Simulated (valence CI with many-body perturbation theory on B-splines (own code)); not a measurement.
# Os LXXI: calculated level list

Calculated by valence CI with perturbative core correlation (CI+MBPT): four valence electrons over a frozen Dirac-Fock core [He], radial functions for each j: 11 s, 11 p, 10 d, 8 f, 5 g, 2 h, with the one-electron correlation potential Σ1 (screened to all orders), the two-electron term Σ2, the three-electron term Σ3, Breit, model QED; selected single and double excitations, second order for the rest, scaled by the run's own slope (own B-spline code, finite nucleus).

No measured spectrum was set against this ion. As an estimate, large intervals hold to a few tenths of a per cent, small ones and those within an open d or f shell to about a per cent. Among the levels kept, up to 1300 cm⁻¹ of a level comes from second order outside the variational space, and about a tenth of that is noise between levels of different J, which matters for small intervals.

Levels 46 to 90 of 214, with energies above the lowest level, (2s^2 2p1/2^2) J=0. "Leading %" is the weight of the configuration and term that name the level; weights of strongly mixed levels are sums over their largest components and can fall short, so below about 35 % the name and the second component can differ from the true leading terms, or belong to a minority configuration. In the jj column 3d3/2^4 stands for four electrons in 3d with j = 3/2. Lifetimes count E1, E2, E3, M1 and M2 decay at the calculated energies, and are blank where another channel may lead or the interval is too uncertain; long ones can be off by a factor of two.

```
No.  Configuration  Term  J  E (× 10³ cm⁻¹)  Leading %  Lifetime  Second component      g                    Leading jj
 46        2s2p²3s    ³P  1          104610         65   2.82 fs   20 % 2s2p²3s ⁵P  1.540      2s 2p1/2 2p3/2 3s (98 %)
 47        2s2p²3s    ³D  3          104690         63   5.13 fs   36 % 2s2p²3s ⁵P  1.415     2s 2p1/2 2p3/2 3s (100 %)
 48        2s2p²3s    ³P  2          104910         38   2.90 fs   36 % 2s2p²3s ³D  1.203      2s 2p1/2 2p3/2 3s (99 %)
 49        2s2p²3p   ⁵P°  1          105150         39   4.88 fs  31 % 2s2p²3p ⁵D°  1.855  2s 2p1/2 2p3/2 3p1/2 (100 %)
 50        2s2p²3p   ⁵D°  2          105230         46   2.57 fs  19 % 2s2p²3p ³D°  1.324  2s 2p1/2 2p3/2 3p1/2 (100 %)
 51        2s2p²3s    ³P  0          105370         99   2.54 fs                               2s 2p1/2 2p3/2 3s (99 %)
 52        2s2p²3s    ³D  1          105380         45   2.61 fs   45 % 2s2p²3s ¹P  0.863      2s 2p1/2 2p3/2 3s (99 %)
 53        2s2p²3s    ³P  1          105430         73   5.95 fs   13 % 2s2p²3s ³D  1.462      2s 2p1/2 2p3/2 3s (99 %)
 54        2s2p²3s    ¹D  2          105460         39   5.11 fs   35 % 2s2p²3s ³P  1.192      2s 2p1/2 2p3/2 3s (99 %)
 55        2s2p²3p   ³D°  3          105490         32   1.79 fs  28 % 2s2p²3p ³F°  1.196  2s 2p1/2 2p3/2 3p1/2 (100 %)
 56        2s2p²3p   ³P°  2          105820         43   2.79 fs  16 % 2s2p²3p ³D°  1.453   2s 2p1/2 2p3/2 3p1/2 (99 %)
 57        2s2p²3p   ³P°  0          106090         49   1.75 fs  27 % 2s2p²3p ⁵D°          2s 2p1/2 2p3/2 3p1/2 (99 %)
 58        2s2p²3p   ³D°  1          106100         59   1.90 fs  15 % 2s2p²3p ³P°  0.887  2s 2p1/2 2p3/2 3p1/2 (100 %)
 59        2s2p²3p   ³F°  2          106120         45   2.83 fs  23 % 2s2p²3p ¹D°  0.902  2s 2p1/2 2p3/2 3p1/2 (100 %)
 60        2s2p²3p   ¹P°  1          106530         29   2.68 fs  21 % 2s2p²3p ³D°  1.120   2s 2p1/2 2p3/2 3p1/2 (99 %)
 61        2s²2p3p    ³D  3          107320         98   83.4 fs                    1.307       2s^2 2p3/2 3p3/2 (98 %)
 62        2s²2p3p    ¹P  1          107330         54   66.1 fs   37 % 2s²2p3p ³S  1.318       2s^2 2p3/2 3p3/2 (98 %)
 63        2s²2p3p    ³P  2          107580         64   73.6 fs   34 % 2s²2p3p ¹D  1.301       2s^2 2p3/2 3p3/2 (98 %)
 64        2s²2p3p    ¹S  0          107810         66   60.8 fs   32 % 2s²2p3p ³P              2s^2 2p3/2 3p3/2 (98 %)
 65          2p³3s   ³P°  2          107830         47   6.43 fs    23 % 2p³3s ⁵S°  1.475       2p1/2^2 2p3/2 3s (97 %)
 66          2p³3s   ¹P°  1          107910         31   3.04 fs    27 % 2p³3s ³D°  1.142       2p1/2^2 2p3/2 3s (96 %)
 67        2s²2p3d   ³D°  2          108080         50    554 as  24 % 2s²2p3d ¹D°  1.021       2s^2 2p3/2 3d3/2 (98 %)
 68        2s²2p3d   ³F°  3          108150         53    600 as  34 % 2s²2p3d ¹F°  1.058       2s^2 2p3/2 3d3/2 (98 %)
 69        2s²2p3d   ³P°  1          108180         55    470 as  38 % 2s²2p3d ³D°  1.062       2s^2 2p3/2 3d3/2 (98 %)
 70        2s²2p3d   ³P°  0          108220         98    605 as                                2s^2 2p3/2 3d3/2 (98 %)
 71          2p³3p    ³P  1          108580         32    974 as     19 % 2p³3p ⁵P  1.467    2p1/2^2 2p3/2 3p1/2 (98 %)
 72          2p³3p    ³D  2          108590         25    986 as     20 % 2p³3p ³F  1.147    2p1/2^2 2p3/2 3p1/2 (98 %)
 73        2s²2p3d   ³F°  4          108970         93   2.05 ps                    1.231       2s^2 2p3/2 3d5/2 (93 %)
 74        2s2p²3p   ⁵D°  3          108990         50   13.3 fs  31 % 2s2p²3p ⁵P°  1.476   2s 2p1/2 2p3/2 3p3/2 (99 %)
 75        2s²2p3d   ³P°  2          109080         41    839 as  38 % 2s²2p3d ¹D°  1.229       2s^2 2p3/2 3d5/2 (91 %)
 76        2s2p²3p   ³P°  1          109090         27   2.55 fs  26 % 2s2p²3p ⁵P°  1.549   2s 2p1/2 2p3/2 3p3/2 (99 %)
 77        2s²2p3d   ³D°  3          109220         63    359 as  32 % 2s²2p3d ¹F°  1.206       2s^2 2p3/2 3d5/2 (94 %)
 78        2s2p²3p   ³D°  2          109230         43   2.27 fs  16 % 2s2p²3p ⁵S°  1.393   2s 2p1/2 2p3/2 3p3/2 (93 %)
 79        2s²2p3d   ¹P°  1          109340         60    529 as  26 % 2s²2p3d ³P°  1.078       2s^2 2p3/2 3d5/2 (97 %)
 80        2s2p²3p   ³F°  4          109340         60    206 fs  35 % 2s2p²3p ⁵D°  1.304   2s 2p1/2 2p3/2 3p3/2 (94 %)
 81        2s2p²3p   ³P°  0          109340         79   1.67 fs  14 % 2s2p²3p ⁵D°         2s 2p1/2 2p3/2 3p3/2 (100 %)
 82        2s2p²3p   ³P°  2          109450         51   2.93 fs  20 % 2s2p²3p ¹D°  1.377   2s 2p1/2 2p3/2 3p3/2 (98 %)
 83        2s2p²3p   ³D°  3          109560         53   2.51 fs  26 % 2s2p²3p ¹F°  1.264   2s 2p1/2 2p3/2 3p3/2 (98 %)
 84        2s2p²3p   ¹P°  1          109580         41   1.61 fs  14 % 2s2p²3p ³S°  1.137   2s 2p1/2 2p3/2 3p3/2 (98 %)
 85        2s2p²3d    ⁵F  2          109690         44   1.82 fs   17 % 2s2p²3d ³P  1.140  2s 2p1/2 2p3/2 3d3/2 (100 %)
 86        2s2p²3d    ⁵D  1          109720         48   2.21 fs   22 % 2s2p²3d ⁵F  1.146  2s 2p1/2 2p3/2 3d3/2 (100 %)
 87        2s2p²3d    ⁵D  0          109730         82   7.31 fs   16 % 2s2p²3d ³P         2s 2p1/2 2p3/2 3d3/2 (100 %)
 88        2s2p²3d    ⁵F  3          109770         48   1.88 fs   18 % 2s2p²3d ³F  1.148   2s 2p1/2 2p3/2 3d3/2 (98 %)
 89        2s2p²3p   ³D°  2          110000         38   2.86 fs  27 % 2s2p²3p ³P°  1.342   2s 2p1/2 2p3/2 3p3/2 (99 %)
 90        2s2p²3p   ³D°  3          110030         47   3.70 fs  34 % 2s2p²3p ³F°  1.163   2s 2p1/2 2p3/2 3p3/2 (99 %)
```
